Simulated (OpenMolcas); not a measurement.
Computed levels of 3d² in ions with 20 electrons, in cm-1 above ³F₂.

| Property | Result |
| --- | --- |
| Program | OpenMolcas 26.06 |
| Method | SS-CASPT2, IPEA 0.25 Eh, imaginary shift 0.1 Eh |
| Basis | ANO-RCC-VTZP |
| Scalar Hamiltonian | DKH2, point nucleus |
| Spin-orbit coupling | state interaction with AMFI integrals over the reference wave functions, term energies averaged over their components |

Active space for each ion: 2 electrons in 5 orbitals (3d); closed shells correlated by CASPT2: 3s 3p.

| Level | Ti2+ | V3+ | Mn5+ | Co7+ |
| --- | --- | --- | --- | --- |
| ³F₃ | 195 | 328 | 757 | 1382 |
| ³F₄ | 447 | 750 | 1710 | 3080 |
| ¹D₂ | 7890 | 10830 | 15280 | 19660 |
| ³P₀ | 11110 | 13870 | 18560 | 22910 |
| ³P₁ | 11180 | 13980 | 18840 | 23420 |
| ³P₂ | 11320 | 14220 | 19440 | 24620 |
| ¹G₄ | 14680 | 19110 | 26060 | 32870 |
| ¹S₀ | 32330 | 43250 | 60850 | 76930 |

Estimate ³F₄, ¹D₂, ³P₀ for Cr4+ from its neighbours V3+ and Mn5+.

³F₄ is fine structure, which grows about as the fourth power of a screened charge, so the fourth roots are averaged: ((750^0.25 + 1710^0.25) / 2)^4 = 1157. The calculation gives 1157, so the estimate is off by 0 %; the measured value is 1142 (Sugar and Corliss, J. Phys. Chem. Ref. Data 6, 317 (1977)).
¹D₂ is another term, which grows about linearly with the charge: (10830 + 15280) / 2 = 13055. The calculation gives 12920, so the estimate is off by +1.0 %; the measured value is 13188 (Sugar and Corliss, J. Phys. Chem. Ref. Data 6, 317 (1977)).
³P₀ is another term, which grows about linearly with the charge: (13870 + 18560) / 2 = 16215. The calculation gives 16080, so the estimate is off by +0.8 %; the measured value is 15492 (Sugar and Corliss, J. Phys. Chem. Ref. Data 6, 317 (1977)).

CASPT2 breaks the degeneracy within a term, and the mean is taken; among the terms shown or strongly mixed into the levels shown the widest spread is 820 cm-1 (3d² ¹G, Cr4+). Computed and measured levels are paired by configuration, term and J; levels that our copy of the source lacks, or whose pairing is in doubt (as where it misses far off the trend of its configuration), stay unpaired and out of the deviations. Only configurations of the active space appear.
